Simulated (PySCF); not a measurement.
Molecule: sum formula SiN₃H₈, charge 1, multiplicity 1. It need not be the lowest isomer of its formula. SMILES: N[SiH](N)[NH3+]
Structure (B3LYP-D3(BJ)/def2-TZVP (Ansatz) minimum search):
```xyz
12

Si    -0.0318    -0.0858     0.4259
N     -0.5465     1.4861    -0.5684
N     -0.9407    -1.2600    -0.3675
N      1.6194    -0.2688     0.2274
H     -0.3788     0.3870     1.7708
H     -1.5314     1.7347    -0.4574
H     -0.3836     1.3397    -1.5665
H     -0.5703    -2.1934    -0.4759
H     -1.9495    -1.2686    -0.4002
H      2.2775    -0.0600     0.9627
H      2.0532    -0.7384    -0.5528
H      0.0027     2.2989    -0.2831
```
Charge +1, spin multiplicity 1.

Dispersion corrections to the total energy (kcal/mol) from the dftd3 and dftd4 libraries through PySCF: D3(BJ) without and D4 with the three-body term, each with the damping fitted for the functional named.

```
functional      D3(BJ)          D4
----------  ----------  ----------
r2SCAN           -1.53       -1.10
B2PLYP           -4.33       -3.14
BP86             -8.48       -5.96
LC-wPBE     (withheld)       -5.01
CAM-B3LYP        -4.17  (withheld)
BLYP            -11.41  (withheld)
revPBE          -13.60      -14.33
```

Some entries are withheld; supply them.


- LC-wPBE, D3(BJ): -5.04
- CAM-B3LYP, D4: -3.80
- BLYP, D4: -10.04
